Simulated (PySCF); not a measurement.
C$_{2}$H$_{8}$N, charge +1, singlet, geometry from GFN2-xTB. Base run: BLYP/STO-3G (PySCF).

Input for PySCF:
```python
from pyscf import gto, scf, dft

mol = gto.Mole()
mol.atom = '''
    C    -0.02333821   -0.27178422    1.23058526
    N     0.03459018    0.54534707    0.00080941
    C    -0.01095720   -0.26891545   -1.23138777
    H     0.81917921   -0.96023702    1.25829085
    H     0.01259112    0.36354745    2.11314052
    H    -0.94632669   -0.84824181    1.24954279
    H     0.89993071    1.10048027    0.00580798
    H     0.83180433   -0.95731169   -1.25222260
    H     0.03383921    0.36847078   -2.11205406
    H    -0.93370156   -0.84531649   -1.26097066
    H    -0.75367517    1.20537707   -0.00238562
'''
mol.basis = 'sto-3g'
mol.charge = 1
mol.verbose = 4
mol.build()

mf = dft.RKS(mol)
mf.xc = 'blyp'
mf.kernel()
```

Variants of this job, named by their change:

| change | ΔE vs base (mEh) | SCF cycles | outcome |
|---|---|---|---|
| base | 0.000 | 8 | converged |
| init_guess = sap | 0.000 | 8 | converged |
| diis_space = 2 | 0.000 | 18 | converged |
| init_guess = 1e | 0.000 | 10 | converged |
| level_shift = 1.0 (with mf.max_cycle = 100) | 0.000 | 19 | converged |
| diis = off (with mf.max_cycle = 100) | - | 100 | not converged |
| solver = newton | 0.000 | - | converged |
| conv_tol_grad = 1e-7 | 0.000 | 9 | converged |
| diis_space = 12 | 0.000 | 8 | converged |
| conv_tol = 1e-4 | 0.000 | 5 | converged |
| DIIS = EDIIS | - | 50 | not converged |
| DIIS = ADIIS | 0.000 | 12 | converged |
| level_shift = 0.1 (with mf.max_cycle = 100) | 0.000 | 8 | converged |
